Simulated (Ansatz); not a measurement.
Harmonic frequencies (cm⁻¹) at PBE0-D4/def2-TZVP from Ansatz: 134, 176, 284, 417, 537, 878, 988, 1154, 1176, 1207, 1287, 1299, 1461, 1478, 1493, 1495, 3020, 3076, 3088, 3164, 3199.

Each molecule was computed in one conformer, which needn't be the lowest.

Task: Which molecule is it?
A. `C#C[O][Zn][CH3]`
B. `COCI`
C. `BB(F)OC`
D. `BSBC`

Result: B.
